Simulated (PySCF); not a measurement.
Geometry:
| atom | x (Å) | y (Å) | z (Å) |
| --- | --- | --- | --- |
| C1 | 0.109 | 1.923 | -0.199 |
| C2 | 0.031 | 0.916 | -1.343 |
| Si3 | -0.078 | -0.881 | -0.817 |
| O4 | -1.496 | -1.233 | -0.021 |
| Si5 | -2.636 | -0.685 | 1.052 |
| Si6 | 1.689 | -1.338 | 0.677 |
| C7 | 3.199 | -0.542 | -0.069 |
| N8 | 4.085 | -0.005 | -0.592 |
| H9 | 1.003 | 1.760 | 0.425 |
| H10 | 0.162 | 2.956 | -0.573 |
| H11 | -0.770 | 1.865 | 0.464 |
| H12 | 0.924 | 0.997 | -1.990 |
| H13 | -0.834 | 1.126 | -1.997 |
| H14 | 0.027 | -1.786 | -1.998 |
| H15 | -1.989 | -0.342 | 2.355 |
| H16 | -3.641 | -1.764 | 1.260 |
| H17 | -3.312 | 0.534 | 0.513 |
| H18 | 1.998 | -2.786 | 0.855 |
| H19 | 1.498 | -0.705 | 2.016 |

Geometry: PBE0-D3(BJ)/def2-SVP; GIAO shifts from PySCF 2.14, gas phase, non-relativistic, averaged over equivalent atoms.

At WP04/pcSseg-1 (212 basis functions, 35 s wall time on 1 thread of an Arm Neoverse V2, shared host):
```
      atoms  δ (ppm)
         C7    120.7
         C1     12.7
         C2     12.2
        Si3     -5.4
        Si5    -46.1
        Si6    -92.7
         O4      4.7
         N8    357.5
        H14     4.62
H15/H16/H17     4.21
        H19     3.64
        H18     3.45
 H9/H10/H11     1.25
        H13     1.13
        H12     0.81
```

Scale: 13C (σref 172.44), 29Si (σref 338.69), 1H (σref 31.56) against TMS; 17O (σref 317.54) against H2O; NH3 for 15N (σref 246.90) (reference shieldings calculated alike).

Q: Estimate the result of repeating the calculation with PBE0/pcSseg-1.

A: 
```
      atoms  δ at PBE0/pcSseg-1  change
         C7               123.3    +2.6
         C1                10.1    -2.6
         C2                11.0    -1.2
        Si3                 2.0    +7.4
        Si5               -36.7    +9.4
        Si6              -108.9   -16.2
         O4                11.2    +6.5
         N8               378.3   +20.8
        H14                5.46   +0.84
H15/H16/H17                5.02   +0.81
        H19                4.30   +0.66
        H18                4.01   +0.56
 H9/H10/H11                1.31   +0.06
        H13                1.25   +0.12
        H12                0.81   +0.00
```

Chemical shifts δ = σref − σ; 13C (184.41 ppm), 29Si (351.99 ppm), 1H (31.27 ppm) against TMS; H2O for 17O (334.56 ppm); NH3 for 15N (265.67 ppm), all at this level.

The largest change is at N8 (nitrile nitrogen). Cost: 212 basis functions, 42 s wall time on 1 thread of an Arm Neoverse V2, shared host. The order of the carbon signals changes between the two levels.

Experimental scales use liquid or dissolved standards, which lie at an offset from isolated NH3 (liquid NH3: subtract about 20 ppm) and H2O (liquid H2O: subtract about 36 ppm). Unscaled 15N shifts of sp2 nitrogen come out 20 to 40 ppm too high even then.
